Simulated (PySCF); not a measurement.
# A small calculation by hand: refractive index and permittivity of the vapour

CH5Cl2NZr, SMILES [Zr]([Cl])([CH3])([Cl])[NH2], multiplicity 1.

Geometry optimised at PBE-D3(BJ)/def2-SVP. The multiplicity is an assumed one; no other spin state was optimised. The structure was generated by enumeration; whether it is a known compound was not checked. The def2 effective core potentials stand for the cores of Zr; spin–orbit coupling is left out. One conformer was computed; it need not be the lowest.

PBE0/def2-TZVP (PySCF) gives a mean static polarisability of 88.0 bohr³ and a dipole moment of 2.66 D. Take an ideal gas at 298.15 K and 0.01 bar, whether or not the substance is that volatile.

Problem. Work out n − 1 in the optical limit and the static ε − 1.

Solution. 
Polarisability volume α' = 88.0 × 0.148185 = 13.04 Å³. Number density N = p/kT = 2.43e-7 Å⁻³.
Dilute limit of Lorentz–Lorenz: n − 1 = 2π N α' = 2.0e-5.
Orientation term of Debye: μ²/(3kT) = 8.098 Å³ × μ²(D²) = 57.30 Å³.
ε − 1 = 4π N (α' + μ²/3kT) = 0.00021. Orientation of the dipole supplies 81 % of the static response; it can't follow optical fields. Vibrational polarisation and dispersion are left out.
